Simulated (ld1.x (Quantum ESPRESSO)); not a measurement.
PBE RRKJ dataset for Sb, scalar-relativistic all-electron reference.

```json
{
 "Element": "Sb",
 "Generator": "ld1.x (Quantum ESPRESSO) 7.5",
 "Type": "norm-conserving RRKJ (Kleinman–Bylander form)",
 "Functional": "PBE",
 "Relativity": "scalar-relativistic",
 "Frozen core": "[Ar] 3d10",
 "Valence charge": "23",
 "Reference configuration": "4s2 4p6 4d10 5s2 5p3",
 "Partial waves": "4s (bound): rc 1.40 bohr; 4p (bound): rc 0.80 bohr; 4d (bound): rc 1.00 bohr",
 "Local potential": "the d channel",
 "Core correction": "none"
}
```

Occupied shells without a wave of their own: 5p, 5s. They enter only through the test configuration that unscreens the potential.

(1) Does the generator finish with these settings?

Results:

(1) No. ld1.x (Quantum ESPRESSO) 7.5 stopped with "compute_phi: phi has nodes before r_c": the RRKJ expansion in Bessel functions gave a pseudo-wave with a node inside its radius. Before that it printed "This function has    1 nodes for 0 < r <    0.793".
